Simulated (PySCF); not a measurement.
Cl3Se, charge +1, singlet, geometry from GFN2-xTB; DF-M06L/aug-cc-pVDZ run with PySCF.

Here is a job for PySCF.
```python
from pyscf import gto, scf, dft

mol = gto.M(
    atom='''
Se   -0.171048    0.207352    0.487115
Cl   -1.497105   -1.145492   -0.461723
Cl    0.200067    1.623498   -1.044456
Cl    1.639134   -0.892711    0.531949
''',
    basis='aug-cc-pvdz',
    charge=1,
    spin=0,
    verbose=5,
)

mf = dft.RKS(mol)
mf.xc = 'm06l'
mf.grids.prune = dft.gen_grid.sg1_prune
mf = mf.density_fit(auxbasis='def2-universal-jkfit')
mf.kernel()
```

The log (banner, timings and long lists left out):

```
PySCF version 2.14.0

[INPUT] verbose = 5
[INPUT] max_memory = 4000
[INPUT] num. atoms = 4
[INPUT] num. electrons = 84
[INPUT] charge = 1
[INPUT] spin (= nelec alpha-beta = 2S) = 0
[INPUT] symmetry False subgroup None
[INPUT] Mole.unit = angstrom
[INPUT] Symbol           X                Y                Z      unit          X                Y                Z       unit  Magmom
[INPUT]  1 Se    -0.171048000000   0.207352000000   0.487115000000 AA   -0.323233874155   0.391838491381   0.920513941168 Bohr   0.0
[INPUT]  2 Cl    -1.497105000000  -1.145492000000  -0.461723000000 AA   -2.829118429717  -2.164666157880  -0.872530015413 Bohr   0.0
[INPUT]  3 Cl     0.200067000000   1.623498000000  -1.044456000000 AA    0.378071836563   3.067966583779  -1.973735789159 Bohr   0.0
[INPUT]  4 Cl     1.639134000000  -0.892711000000   0.531949000000 AA    3.097514341463  -1.686979298387   1.005237922236 Bohr   0.0
[INPUT] ---------------- BASIS SET ----------------
[INPUT] l, kappa, [nprim/nctr], expnt,             c_1 c_2 ...
[INPUT] Se
[INPUT] 0    0    [13   /4   ]  598990            0.0002004 -6.29e-05 2.47e-05 -7.2e-06
                                89783             0.0015554 -0.000485 0.0001913 -5.59e-05
                                20435             0.0080872 -0.0025644 0.0010068 -0.0002938
                                5786.9            0.0330344 -0.0104761 0.0041514 -0.0012136
                                1887.3            0.1082924 -0.0367223 0.0144991 -0.004234
                                680.97            0.2703361 -0.0999225 0.0405658 -0.0119035
                                265.39            0.4206236 -0.2141973 0.0885364 -0.0260206
                                108.63            0.2815922 -0.1836593 0.0854212 -0.0256148
                                33.76             0.030811 0.4675454 -0.2932581 0.0919427
                                14.465            -0.0071617 0.641474 -0.5570727 0.18387
                                4.389             0.0026022 0.0792569 0.5261436 -0.2188461
                                1.8783            -0.0012583 -0.0142697 0.7320371 -0.4896524
                                0.35859           0.0003465 0.0033792 0.0388246 0.6775818
[INPUT] 0    0    [1    /1   ]  0.13649              1
[INPUT] 0    0    [1    /1   ]  0.048747             1
[INPUT] 1    0    [10   /3   ]  4135.6            0.0014127 -0.000561 0.0001366
                                980.34            0.0118588 -0.004734 0.0011308
                                316.35            0.0595153 -0.0243504 0.0059581
                                119.25            0.1972201 -0.0841071 0.0201866
                                49.068            0.4007439 -0.1841384 0.0461939
                                21.212            0.399474 -0.1735004 0.039405
                                8.9462            0.1153364 0.2167263 -0.0592846
                                3.8236            0.0002219 0.5850099 -0.2014663
                                1.5883            0.0022838 0.3416816 -0.0687821
                                0.40969           -0.0004756 0.0199125 0.5595944
[INPUT] 1    0    [1    /1   ]  0.12459              1
[INPUT] 1    0    [1    /1   ]  0.035492             1
[INPUT] 2    0    [5    /1   ]  94.472            0.0234982
                                27.18             0.1375183
                                9.5068            0.3664824
                                3.4168            0.4874717
                                1.1479            0.2765769
[INPUT] 2    0    [1    /1   ]  0.3682               1
[INPUT] 2    0    [1    /1   ]  0.1283               1
[INPUT] Cl
[INPUT] 0    0    [11   /3   ]  127900            0.000241153 -6.78922e-05 2.04986e-05
                                19170             0.00187095 -0.000521836 0.000158298
                                4363              0.00970827 -0.00276513 0.000833639
                                1236              0.0393153 -0.0111537 0.0033988
                                403.6             0.125932 -0.0385919 0.0116738
                                145.7             0.299341 -0.0994848 0.0309622
                                56.81             0.421886 -0.201392 0.0629533
                                23.23             0.237201 -0.130313 0.0460257
                                6.644             0.0191531 0.509443 -0.219312
                                2.575             -0.00334792 0.610725 -0.408773
                                0.5371            0.000929883 0.0421549 0.638465
[INPUT] 0    0    [1    /1   ]  0.1938               1
[INPUT] 0    0    [1    /1   ]  0.0608               1
[INPUT] 1    0    [7    /2   ]  417.6             0.00525982 -0.0014357
                                98.33             0.0398332 -0.0107796
                                31.04             0.164655 -0.0470075
                                11.19             0.387322 -0.11103
                                4.249             0.457072 -0.153275
                                1.624             0.151636 0.0894609
                                0.5322            0.00181615 0.579444
[INPUT] 1    0    [1    /1   ]  0.162                1
[INPUT] 1    0    [1    /1   ]  0.0466               1
[INPUT] 2    0    [1    /1   ]  0.6                  1
[INPUT] 2    0    [1    /1   ]  0.196                1

nuclear repulsion = 572.138442845563
number of shells = 33
number of NR pGTOs = 236
number of NR cGTOs = 117
basis = aug-cc-pvdz
ecp = {}

******** <class 'pyscf.df.df_jk.DFRKS'> ********
method = DFRKS
initial guess = minao
damping factor = 0
level_shift factor = 0
DIIS = <class 'pyscf.scf.diis.CDIIS'>
diis_start_cycle = 1
diis_space = 8
diis_damp = 0
SCF conv_tol = 1e-09
SCF conv_tol_grad = None
SCF max_cycles = 50
direct_scf = False
XC library pyscf.dft.libxc version 7.1.2
    S. Lehtola, C. Steigemann, M. J. T. Oliveira, and M. A. L. Marques,  SoftwareX 7, 1–5 (2018)
XC functionals = m06l
    Y. Zhao and D. G. Truhlar,  J. Chem. Phys. 125, 194101 (2006)
    Y. Zhao and D. G. Truhlar,  J. Chem. Phys. 125, 194101 (2006)
    Y. Zhao and D. G. Truhlar,  Theor. Chem. Acc. 120, 215 (2008)
radial grids:
    Treutler-Ahlrichs [JCP 102, 346 (1995); DOI:10.1063/1.469408] (M4) radial grids

becke partition: Becke, JCP 88, 2547 (1988); DOI:10.1063/1.454033
pruning grids: <function sg1_prune>
grids dens level: 3
symmetrized grids: False
atomic radii adjust function: <function treutler_atomic_radii_adjust>
small_rho_cutoff = 0
Set gradient conv threshold to 3.16228e-05
Initial guess from minao.
Traceback (most recent call last):
  File "input.py", line 20, in <module>
  File "<string>", line 2, in kernel
  File "site-packages/pyscf/scf/hf.py", line 2099, in scf
  File "site-packages/pyscf/scf/hf.py", line 132, in kernel
  File "site-packages/pyscf/dft/rks.py", line 70, in get_veff
  File "site-packages/pyscf/dft/rks.py", line 506, in initialize_grids
  File "site-packages/pyscf/dft/gen_grid.py", line 653, in build
  File "<string>", line 6, in gen_atomic_grids
  File "site-packages/pyscf/dft/gen_grid.py", line 318, in gen_atomic_grids
  File "site-packages/pyscf/dft/gen_grid.py", line 81, in sg1_prune
IndexError: index 34 is out of bounds for axis 0 with size 19
```

The program refused the input.
